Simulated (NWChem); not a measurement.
The numbers come from NWChem runs, not from measurements. System: H$_{2}$B, charge 0, spin multiplicity 2, at a geometry optimised with UPBE0/def2-SVP. The structure started from a generated list of species. Its SCF solution wasn't tested for a lower state. Level: UHF/def2-TZVP.

Input file:

```
start mol
memory heap 200 mb stack 900 mb global 1100 mb
geometry units angstroms nocenter noautoz
  B      0.000000     0.000000     0.147828
  H      1.088215     0.000000    -0.369570
  H     -1.088215     0.000000    -0.369570
  symmetry group C2v
end
basis spherical
  * library def2-tzvp
end
scf
  uhf
  nopen 1
  maxiter 100
  thresh 1e-7
  semidirect memsize 60000000 filesize 0
  # guess.movecs holds the orbitals of an unrestricted PBE0 run
  vectors input guess.movecs output mol.movecs
end
task scf energy
```

NWChem printed:

```
             Northwest Computational Chemistry Package (NWChem) 7.3.0
             --------------------------------------------------------

                                NWChem Input Module
                                -------------------

 Scaling coordinates for geometry "geometry" by  1.889725989
 (inverse scale =  0.529177249)

 Turning off AUTOSYM since
 SYMMETRY directive was detected!

                             Geometry "geometry" -> ""
                             -------------------------

 Output coordinates in angstroms (scale by  1.889725989 to convert to a.u.)

  No.       Tag          Charge          X              Y              Z
 ---- ---------------- ---------- -------------- -------------- --------------
    1 B                    5.0000     0.00000000     0.00000000     0.14782800
    2 H                    1.0000     1.08821500     0.00000000    -0.36957000
    3 H                    1.0000    -1.08821500     0.00000000    -0.36957000

 Effective nuclear repulsion energy (a.u.)       4.6348224837

            Nuclear Dipole moment (a.u.)
            ----------------------------
        X                 Y               Z
 ---------------- ---------------- ----------------
     0.0000000000     0.0000000000     0.0000000000

      Symmetry information
      --------------------

 Group name             C2v
 Group number             16
 Group order               4
 No. of unique centers     2

      Symmetry unique atoms

     1    2


 Summary of "ao basis" -> "" (spherical)
 ------------------------------------------------------------------------------
       Tag                 Description            Shells   Functions and Types
 ---------------- ------------------------------  ------  ---------------------
 *                         def2-tzvp                  on all atoms

 Summary of "ao basis" -> "ao basis" (spherical)
 ------------------------------------------------------------------------------
       Tag                 Description            Shells   Functions and Types
 ---------------- ------------------------------  ------  ---------------------
[...]
    13      0.786666  1 B  py                 7      0.239835  1 B  py

 Vector    5  Occ=0.000000D+00  E= 7.890851D-02  Symmetry=a1
              MO Center= -1.4D-14, -1.3D-16,  8.4D-01, r^2= 3.7D+00
   Bfn.  Coefficient  Atom+Function         Bfn.  Coefficient  Atom+Function
  ----- ------------  ---------------      ----- ------------  ---------------
    14      0.709851  1 B  pz                 5      0.624207  1 B  s
     8      0.205963  1 B  pz

 Vector    6  Occ=0.000000D+00  E= 1.463213D-01  Symmetry=a1
              MO Center= -9.4D-17,  3.0D-16, -9.3D-01, r^2= 6.1D+00
   Bfn.  Coefficient  Atom+Function         Bfn.  Coefficient  Atom+Function
  ----- ------------  ---------------      ----- ------------  ---------------
     5      3.208717  1 B  s                  4     -1.571482  1 B  s
    34     -1.024291  2 H  s                 40     -1.024291  3 H  s
    14     -0.864139  1 B  pz                 3      0.177393  1 B  s
    11      0.175956  1 B  pz

 center of mass
 --------------
 x =   0.00000000 y =   0.00000000 z =   0.12804627

 moments of inertia (a.u.)
 ------------------
           1.628718345441           0.000000000000           0.000000000000
           0.000000000000          10.152694189720           0.000000000000
           0.000000000000           0.000000000000           8.523975844279

  Mulliken analysis of the total density
  --------------------------------------

    Atom       Charge   Shell Charges
 -----------   ------   -------------------------------------------------------
    1 B    5     5.07   0.92  1.06  0.52  0.65  0.09  0.77  0.85  0.17  0.02  0.03  0.00
    2 H    1     0.96   0.25  0.51  0.19  0.01
    3 H    1     0.96   0.25  0.51  0.19  0.01

  Mulliken analysis of the alpha density
  --------------------------------------

    Atom       Charge   Shell Charges
 -----------   ------   -------------------------------------------------------
    1 B    5     3.05   0.46  0.53  0.30  0.39  0.06  0.53  0.61  0.15  0.01  0.01  0.00
    2 H    1     0.48   0.13  0.26  0.09  0.01
    3 H    1     0.48   0.13  0.26  0.09  0.01

   Mulliken analysis of the beta density
   -------------------------------------

    Atom       Charge   Shell Charges
 -----------   ------   -------------------------------------------------------
    1 B    5     2.03   0.46  0.53  0.22  0.26  0.02  0.24  0.24  0.02  0.01  0.02  0.00
    2 H    1     0.49   0.12  0.26  0.10  0.00
    3 H    1     0.49   0.12  0.26  0.10  0.00

   Mulliken analysis of the spin density
   -------------------------------------

    Atom       Charge   Shell Charges
 -----------   ------   -------------------------------------------------------
    1 B    5     1.02   0.00 -0.01  0.08  0.13  0.04  0.29  0.37  0.12 -0.00 -0.00 -0.00
    2 H    1    -0.01   0.00 -0.00 -0.01  0.00
    3 H    1    -0.01   0.00 -0.00 -0.01  0.00

       Multipole analysis of the density wrt the origin
       ------------------------------------------------

     L   x y z        total         alpha         beta         nuclear
     -   - - -        -----         -----         ----         -------
     0   0 0 0     -0.000000     -4.000000     -3.000000      7.000000

     1   1 0 0     -0.000000     -0.000000     -0.000000      0.000000
     1   0 1 0      0.000000     -0.000000      0.000000      0.000000
     1   0 0 1     -0.173610     -0.666543      0.492932      0.000000

     2   2 0 0     -6.308121     -7.919480     -6.846434      8.457794
     2   1 1 0     -0.000000      0.000000     -0.000000      0.000000
     2   1 0 1      0.000000      0.000000      0.000000      0.000000
     2   0 2 0     -4.939809     -3.082039     -1.857770      0.000000
     2   0 1 1      0.000000      0.000000     -0.000000      0.000000
     2   0 0 2     -7.093521     -6.218900     -2.240302      1.365681

 Task  times  cpu:        0.1s     wall:        0.1s

 Total times  cpu:        0.1s     wall:        0.1s
```
